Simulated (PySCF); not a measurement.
C5H7O, SMILES O=C1[CH]CCC1, multiplicity 2.

Geometry: r2SCAN-D4/def2-SVP. The isomer is the one that the SMILES or the coordinates give; other isomers of the formula were not compared. Other conformers were not sampled.

Computed with PySCF with TDA-PBE0/def2-SVPD.

Vertical excitations. Gas-phase values at a fixed geometry.

### Question
List the lowest excited states. (An estimate is asked for; the answer gives what the named calculation found.)

### Answer

| state | energy (eV) | λ (nm) | f | main pairs |
|---|---|---|---|---|
| root 1 | 1.68 | 736 | 0.000 | β HOMO→LUMO 97 % |
| root 2 | 4.58 | 271 | 0.024 | α HOMO→LUMO 14 %, β HOMO−1→LUMO 72 % |
| root 3 | 5.28 | 235 | 0.001 | α HOMO−1→LUMO 83 %, β HOMO→LUMO+2 5 % |
| root 4 | 5.51 | 225 | 0.001 | β HOMO−2→LUMO 37 %, β HOMO−3→LUMO 28 %, β HOMO−4→LUMO 25 %, β HOMO−5→LUMO 6 % |
| root 5 | 5.64 | 220 | 0.042 | α HOMO→LUMO 29 %, β HOMO−4→LUMO 22 %, β HOMO−3→LUMO 22 %, β HOMO−1→LUMO 21 % |
| root 6 | 5.74 | 216 | 0.004 | β HOMO−2→LUMO 60 %, β HOMO−4→LUMO 15 %, β HOMO−3→LUMO 14 % |
| root 7 | 5.97 | 208 | 0.003 | α HOMO−1→LUMO 5 %, β HOMO→LUMO+2 45 %, β HOMO−7→LUMO 13 %, β HOMO−5→LUMO 11 %, β HOMO−6→LUMO 10 % |
| root 8 | 6.05 | 205 | 0.007 | β HOMO−5→LUMO 66 %, β HOMO→LUMO+2 12 %, β HOMO−3→LUMO 10 % |
| root 9 | 6.29 | 197 | 0.002 | α HOMO→LUMO+1 94 % |
| root 10 | 6.44 | 193 | 0.122 | α HOMO→LUMO 41 %, β HOMO−4→LUMO 20 %, β HOMO−3→LUMO 15 %, β HOMO→LUMO+2 7 % |
Unrestricted roots are not spin-pure.
